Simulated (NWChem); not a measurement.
System: BH2O2F; SMILES B(O)(F)O

NWChem input:

```
start job
memory heap 200 mb stack 900 mb global 1100 mb
geometry units angstroms noautosym nocenter noautoz
  B     -0.040295    -0.000103     0.000000
  F      1.304586     0.002453     0.000000
  O     -0.715472    -1.169296     0.000000
  H     -0.127434    -1.929930     0.000000
  O     -0.719910     1.166517     0.000000
  H     -0.134762     1.929378     0.000000
end
basis spherical
  * library cc-pvtz
end
dft
  xc b3lyp
  iterations 150
end
property
  efieldgrad
end
task dft property
```

All runs use the structure optimised with PBE0/def2-SVP. B3LYP is NWChem's, with the RPA form of VWN correlation.

Vzz is the largest principal value of the second derivative of the potential at the nucleus (NWChem prints the opposite sign); η is the asymmetry. Non-relativistic.

Atoms are numbered as in the input.

**Question.** Give the results of this calculation. (B3LYP/cc-pVTZ.) Quantities: Vzz B1 (a.u.); η B1; Vzz O5 (a.u.); η O5.

**Answer.** The vzz B1 (a.u.) comes out as 0.278. The η B1 is 0.63, the vzz O5 (a.u.) is 1.328 and the η O5 comes out as 0.27.
